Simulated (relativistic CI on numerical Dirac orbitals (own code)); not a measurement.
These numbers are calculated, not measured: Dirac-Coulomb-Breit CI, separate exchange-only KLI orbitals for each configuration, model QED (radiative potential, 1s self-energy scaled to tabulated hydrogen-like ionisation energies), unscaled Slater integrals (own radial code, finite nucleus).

Configuration list (outside the closed core [Ar] 3d10): 4s²4p⁶4d¹⁰4f², 4s²4p⁶4d⁹4f³, 4s²4p⁶4d¹⁰4f5s, 4s²4p⁶4d¹⁰4f5p, 4s²4p⁶4d¹⁰5s², 4s²4p⁶4d¹⁰5s5p, 4s²4p⁵4d¹⁰4f³, 4s²4p⁶4d¹⁰4f5d, 4s²4p⁶4d⁹4f²5s, 4s4p⁶4d¹⁰4f³, 4s²4p⁶4d¹⁰5p5d, 4s²4p⁶4d¹⁰4f5f, 4s²4p⁶4d⁹4f²5p, 4s²4p⁶4d¹⁰4f6s, 4s²4p⁶4d¹⁰4f5g, 4s²4p⁶4d¹⁰4f6p, 4s²4p⁶4d¹⁰4f6d, 4s²4p⁵4d¹⁰4f²5s, 4s²4p⁶4d¹⁰4f7s, 4s²4p⁶4d¹⁰4f6g, 4s4p⁶4d¹⁰4f5s², 4s4p⁶4d¹⁰4f5p², 4s²4p⁶4d¹⁰5p², 4s²4p⁶4d⁹5s5p², 4s²4p⁶4d¹⁰5s5d, 4s²4p⁶4d⁹5s²5d, 4s²4p⁶4d¹⁰5d², 4s²4p⁶4d⁹5s5d². Double excitations out of closed p, d and f shells are left out; levels of such configurations are missing from the list, as are those of other unlisted configurations, and high levels can miss mixing partners.

At this charge energies of transitions that change n are usually good to better than 1 %, and those within a shell (Δn = 0) to a few per cent. Terms inside the open d or f shell come out 10 to 20 % too wide with unscaled integrals.

Outline of the computed level scheme of Re XXVIII. Lowest level of each configuration: 4s²4p⁶4d¹⁰4f² ³H4 at 0.000 eV; 4s²4p⁶4d¹⁰4f5s ³F°2 at 139.025 eV; 4s²4p⁶4d¹⁰4f5p ³G3 at 184.625 eV; 4s²4p⁶4d⁹4f³ ⁵H°3 at 198.318 eV.

Some strong electric-dipole decays among the lowest 45 levels: 4s²4p⁶4d¹⁰4f5p ³F2 → 4s²4p⁶4d¹⁰4f5s ³F°3 (1.1e+10 s⁻¹); 4s²4p⁶4d¹⁰4f5p ³D3 → 4s²4p⁶4d¹⁰4f5s ³F°4 (1.1e+10 s⁻¹); 4s²4p⁶4d¹⁰4f5p ³G3 → 4s²4p⁶4d¹⁰4f5s ³F°2 (8.0e+09 s⁻¹); 4s²4p⁶4d¹⁰4f5p ³G4 → 4s²4p⁶4d¹⁰4f5s ¹F°3 (8.0e+09 s⁻¹); 4s²4p⁶4d¹⁰4f5p ³G4 → 4s²4p⁶4d¹⁰4f5s ³F°4 (7.7e+09 s⁻¹); 4s²4p⁶4d¹⁰4f5p ³G3 → 4s²4p⁶4d¹⁰4f5s ³F°3 (7.1e+09 s⁻¹); 4s²4p⁶4d¹⁰4f5p ³F2 → 4s²4p⁶4d¹⁰4f5s ³F°2 (4.6e+09 s⁻¹); 4s²4p⁶4d¹⁰4f5p ³D3 → 4s²4p⁶4d¹⁰4f5s ¹F°3 (4.5e+09 s⁻¹).

LS names give the leading component of a level, which can be under half, so a name can repeat, a term be missing and a line seem to break the LS rules.
